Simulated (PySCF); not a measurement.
# Two-component Hartree-Fock for La⁺ (lanthanum, charge +1)

Start: [Xe] 5d2; 5d5/2 filled at m_j = +3/2, +5/2. Calculated with PySCF 2.14 in x2c-TZVPall-2c (11s11p10d2f, 108 functions): generalised Hartree-Fock with the X2C-1e Hamiltonian and a Gaussian nucleus; spin-orbit coupling (SO) screened by Boettger's factors. This is a chosen level, not necessarily the ground level.

```csv
spinor shell,electrons,"ε, screened SO (eV)",weight of nominal j (screened SO),"rms radius, screened SO (bohr)"
1s1/2,2,-39119.9,1.000,0.0286
2s1/2,2,-6338.4,1.000,0.116
2p1/2,2,-5964.5,1.000,0.100
2p3/2,4,-5547.9,1.000,0.106
3s1/2,2,-1404.5,1.000,0.303
3p1/2,2,-1245.7,1.000,0.295
3p3/2,4,-1162.2,1.000,0.308
3d3/2,4,-886.60,1.000,0.279
3d5/2,6,-869.01,1.000,0.283
4s1/2,2,-306.03,1.000,0.694
4p1/2,2,-245.06,1.000,0.719
4p3/2,4,-227.22,1.000,0.746
4d3/2,4,-124.94,0.998,0.820
4d5/2,6,-121.86,0.999,0.830
5s1/2,2,-52.805,1.000,1.68
5p1/2,2,-33.995,0.946,1.89
5p3/2,4,-31.583,0.973,1.96
5d5/2,2,-10.734,0.880,3.15
```

| quantity | screened SO |
| --- | --- |
| E (hartree) | -8490.95672 |
| M_J | 4 |
| ⟨J²⟩ | 20.017 |
| ⟨L²⟩ | 12.071 |
| ⟨S²⟩ | 2.040 |

Each row is a mean over spinors that exchange with the open shell spreads, by up to 3.167 eV (5p3/2).

Rows whose weight is well below 1 are mixtures of j = l ± 1/2: exchange outweighs spin-orbit coupling there, and the label is only the starting occupation.

Breit and QED terms are absent; they matter most for the inner s and p1/2 levels.

Densities and radii are taken from the X2C orbitals without a picture-change correction, which distorts them close to the nucleus.
